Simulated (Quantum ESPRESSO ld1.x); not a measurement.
Q: The mean radii <r> (bohr) of the occupied orbitals of an atom or ion are listed with their occupations. Calculated with ld1.x of Quantum ESPRESSO 7.5: non-relativistic Kohn-Sham, PBE, spin-unpolarised, spherical densities, point nucleus.

| orbital | occ. | <r> |
|---|---|---|
| 1s | 2 | 0.01916 |
| 2s | 2 | 0.08072 |
| 2p | 6 | 0.06821 |
| 3s | 2 | 0.2037 |
| 3p | 6 | 0.1941 |
| 3d | 10 | 0.1695 |
| 4s | 2 | 0.4486 |
| 4p | 6 | 0.4527 |
| 4d | 10 | 0.4607 |
| 4f | 14 | 0.4854 |
| 5s | 2 | 1.010 |
| 5p | 6 | 1.085 |
| 5d | 6 | 1.324 |

Name the element and its charge.

A: Z = 79, gold, charge +5: Au5+ in [Xe] 4f14 5d6. The 1s radius gives Z: for a bare nucleus <r> = 1.5/Z, 0.01899 bohr for Z = 79, and screening makes it slightly larger (0.01916 here). The occupations add up to 74, and the charge is Z minus that.
